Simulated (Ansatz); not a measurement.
A made-up structure of CH₅GeO (charge +1), singlet:

| atom | x (Å) | y (Å) | z (Å) |
| --- | --- | --- | --- |
| O1 | -1.3181 | -0.1710 | -1.0655 |
| C2 | -0.4778 | 0.4816 | -0.3955 |
| Ge3 | 0.8944 | -0.4705 | 0.7327 |
| H4 | -1.9526 | 0.3611 | -1.5884 |
| H5 | -0.5365 | 1.5766 | -0.4613 |
| H6 | -0.8168 | 0.3750 | 0.6032 |
| H7 | 0.6164 | -1.9511 | 0.5300 |
| H8 | 2.1908 | 0.0714 | 0.1337 |

It is relaxed with PBE-D4/def2-SVP and then PBE0-D4/def2-TZVP (Ansatz 0.2.0). Atoms count as bonded within 1.22 times the sum of their covalent radii (H–H: 0.88 Å). The end point is not checked to be a true minimum.

Problem. Does its bonding change? (Judge from chemistry; the calculation decides.)

Solution. Computed: Yes. Formed: O1–Ge3; broken: none.

Where it ends: The first stage lowers the energy by 2.87 eV in 38 steps. It ends as CH₅GeO ([CH2]1[OH][GeH2]1), total charge +1:
```
8
angstrom
O -1.2169 -0.2368 -0.0025
C -0.3817 0.9261 -0.3901
Ge 0.7664 -0.5104 0.1267
H -1.7430 -0.5903 -0.7358
H -0.4651 1.1793 -1.4425
H -0.5707 1.7506 0.2888
H 1.1644 -1.5004 -0.9546
H 1.0465 -0.7451 1.5989
```

Labels in which every atom is bracketed show which atoms are joined, not bond orders.

For scale, one of the runs: PBE0-D4/def2-TZVP relaxation, 140 basis functions, launched by `ansatz run in.yaml --threads 2 --pin off --events-out ev --progress --plain --max-ram 4352MiB`. Hardware: 2 CPU threads of an Arm Neoverse V1, shared host. Wall time about 29 s.
